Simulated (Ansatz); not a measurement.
`[SiH3][SiH2][SnH3]` + `[BH2][SnH2][OH]` → `[OH][SnH3]` + `[BH2][SnH2][SiH2][SiH3]` at 600 K and 1 bar (redistribution).

Gas-phase electronic energies from Ansatz, PBE0-D4/def2-TZVP geometries. CCSD(T)/CBS is the MP2 limit (def2-TZVPP, def2-QZVPP) plus CCSD(T) − MP2 in def2-TZVPP, frozen cores. Elements past krypton have def2 core potentials. For Sn outer-core shells are correlated without core-valence functions, which leaves a few kJ/mol of doubt a bond. One conformer a species, not always the lowest.

```json
{"species": "`[SiH3][SiH2][SnH3]`", "CCSD(T)/CBS energy (Eh)": "-796.96755", "H − E (kJ/mol)": "233.0", "S (J/(mol·K))": "488.2"}
{"species": "`[BH2][SnH2][OH]`", "CCSD(T)/CBS energy (Eh)": "-316.96213", "H − E (kJ/mol)": "174.8", "S (J/(mol·K))": "412.4"}
{"species": "`[OH][SnH3]`", "CCSD(T)/CBS energy (Eh)": "-291.59405", "H − E (kJ/mol)": "126.1", "S (J/(mol·K))": "344.5"}
{"species": "`[BH2][SnH2][SiH2][SiH3]`", "CCSD(T)/CBS energy (Eh)": "-822.33733", "H − E (kJ/mol)": "282.1", "S (J/(mol·K))": "555.6"}
```

H − E and S are ideal-gas, rigid-rotor, harmonic terms from PBE0-D4/def2-TZVP, for one conformer and one mirror image of each species. 1 Eh = 2625.50 kJ/mol, R = 8.31446 J/(mol·K).

Task: By hand: ΔE, ΔH, ΔS and ΔG.

Result: ΔE = (-291.59405) + (-822.33733) − (-796.96755) − (-316.96213) = -0.00170 Eh = -4.5 kJ/mol. Δ(H − E) = 126.1 + 282.1 − 233.0 − 174.8 = 0.4, so ΔH = -4.1 kJ/mol. ΔS = 344.5 + 555.6 − 488.2 − 412.4 = -0.5 J/(mol·K). ΔG = -4.1 − 600 × (-0.5)/1000 = -3.8 kJ/mol.

Task: By hand: the equilibrium constant, and the temperature at which ΔG would vanish if ΔH and ΔS stayed fixed.

Result: log₁₀ K = −ΔG/(RT ln 10) = 0.3. ΔG = 0 at ΔH/ΔS = 8200 K, far beyond where these terms or the molecules hold.

The number of gas molecules stays the same, so ΔS is small and ΔH decides. The sign of ΔG lies within the doubt. A doubt of 5 kJ/mol in ΔE shifts log₁₀ K by 0.4 here. Other conformers and mirror images would add mixing entropy, several J/(mol·K) or more a flexible species. Modes under 60 cm⁻¹, often nearly free rotors, make the harmonic entropy too high. These are equilibria of isolated gas molecules and say nothing of rates. Largest T1 diagnostic: 0.014 (customary marks: 0.02 for closed shells, 0.045 for open ones).
